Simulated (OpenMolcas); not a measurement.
## Xe3+: effect of the basis set

```
Program             : OpenMolcas 26.06
Method              : SS-CASPT2, IPEA 0.25 Eh, imaginary shift 0.1 Eh (closed shells correlated: 4d 5s)
Active space        : 3 electrons in 3 orbitals (5p)
State averaging     : 2S+1 = 4 odd, 1 root; 2S+1 = 2 odd, 8 roots
Spin-orbit coupling : RASSI with atomic mean-field integrals over the reference wave functions, term energies averaged over their components
```

A. ANO-RCC-VDZP [6s5p3d1f], DKH2, point nucleus; CASPT2 step about 1.1 core-seconds
B. ANO-R1 [6s5p3d1f], X2C, finite nucleus; CASPT2 step of the order of 1 core-seconds
C. ANO-RCC-VTZP [7s6p4d2f1g], DKH2, point nucleus; CASPT2 step about 1.4 core-seconds
D. ANO-R2 [7s6p4d2f1g], X2C, finite nucleus; CASPT2 step roughly 1.2 core-seconds
E. ANO-RCC-VQZP [8s7p5d3f2g], DKH2, point nucleus; CASPT2 step roughly 2.6 core-seconds
F. ANO-R3 [8s7p5d4f3g2h], X2C, finite nucleus; CASPT2 step roughly 7 core-seconds

Energies in cm⁻¹ above 5s² 5p³ ⁴S°_3/2, the measured ground level; measured values from Saloman, J. Phys. Chem. Ref. Data 33, 765 (2004).

| Level | A | B | C | D | E | F | Measured |
| --- | --- | --- | --- | --- | --- | --- | --- |
| 5s² 5p³ ⁴S°_3/2 | 0.0 | 0.0 | 0.0 | 0.0 | 0.0 | 0.0 | 0.0 |
| 5s² 5p³ ²D°_3/2 | 15710 | 15880 | 14070 | 14030 | 13770 | 13510 | 13267 |
| 5s² 5p³ ²D°_5/2 | 20080 | 20160 | 17820 | 17790 | 17580 | 17270 | 17511 |
| 5s² 5p³ ²P°_1/2 | 31090 | 31390 | 29100 | 29040 | 28720 | 28330 | 28036 |
| 5s² 5p³ ²P°_3/2 [75 %] | 38310 | 38390 | 35280 | 35250 | 35080 | 34660 | 35650 |

Deviations, from unrounded energies. A percentage is the sum of absolute deviations over the sum of measured energies, with the sign that they share, or ± where signs differ.

```tsv
Against measurement	Levels	A	B	C	D	E	F
mean absolute deviation (cm-1)	4	2700	2800	640	610	460	440
other terms of the ground configuration (%)	4	+11.4	+12.0	±2.7	±2.6	±1.9	±1.9
```

E, F lie about equally close to measurement and B furthest from it. The largest miss of F in the table is 5s² 5p³ ²P°_3/2 [75 %], by -990 cm-1. The ranking rests on the paired levels alone, and a cruder setting can come out closer through cancelling errors.

The two smallest mean deviations differ by little beside CASPT2's spread within terms, so their order carries little weight.

Among A to F the level of the table that moves most is 5s² 5p³ ²P°_3/2 [75 %], by 3700 cm-1 (lowest in F, highest in B). Moves below CASPT2's spread within the term are not significant.

CASPT2 breaks the degeneracy within a term, and the mean is taken; among the terms shown or strongly mixed into the levels shown the widest spread is 190 cm-1 (5s² 5p³ ²D°, A). With the s shell closed, the reference lacks s² → p² mixing. Some terms miss by over 15 % even with CASPT2, which points to a basis or an active space too small for the shells correlated (holds for A; B). The basis is small and was not contracted for so high a charge (holds for A; B). Measured partners are found by configuration, term and J. A level has none where our copy of the source lacks it or the pairing is in doubt (some pairs that miss far off the trend of their configuration count as doubtful), and it then counts in no deviation. Only configurations of the active space appear.

A share in square brackets marks a mixed level and gives the weight of the term that names it, the lowest over the columns. ° marks odd parity.
